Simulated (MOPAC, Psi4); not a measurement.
Intermolecular potential of Cl2 ··· H2Se (SMILES ClCl and [SeH2]). Monomers: optimised at B3LYP-D3(BJ) (def2-TZVP), held rigid. Orientation: lowest of the rigid-body minima from ten starts at GFN2-xTB (searched outside a hard wall at short contacts). R is the distance of the centres of mass, along which the second monomer moves. The shortest distances reach bonding range, where SAPT0 and rigid monomers are unreliable.

SCS-MP2/aug-cc-pVTZ = DF-SCS-MP2/aug-cc-pVTZ, frozen core, counterpoise-corrected (Psi4); AM1, restricted, heats of formation (MOPAC); SAPT0/jun-cc-pVDZ, frozen core (Psi4).

Interaction energies in kcal/mol:

| R / Å | SCS-MP2/aug-cc-pVTZ | AM1 |
|---|---|---|
| 3.48 | 10.93 | -21.49 |
| 3.69 | 3.43 | -16.85 |
| 3.85 | 0.47 | -12.22 |
| 4.11 | -1.63 | -6.08 |
| 4.42 | -2.08 | -2.34 |
| 4.67 | -1.86 | -1.14 |
| 5.19 | -1.16 | -0.39 |
| 5.90 | -0.54 | -0.17 |
| 6.91 | -0.20 | -0.07 |
| 8.20 | -0.07 | -0.02 |

Problem. Estimate the SAPT0/jun-cc-pVDZ values at these points.

Solution. 3.48: 13.78; 3.69: 5.66; 3.85: 2.15; 4.11: -0.67; 4.42: -1.61; 4.67: -1.57; 5.19: -1.03; 5.90: -0.49; 6.91: -0.19; 8.20: -0.07 (kcal/mol).
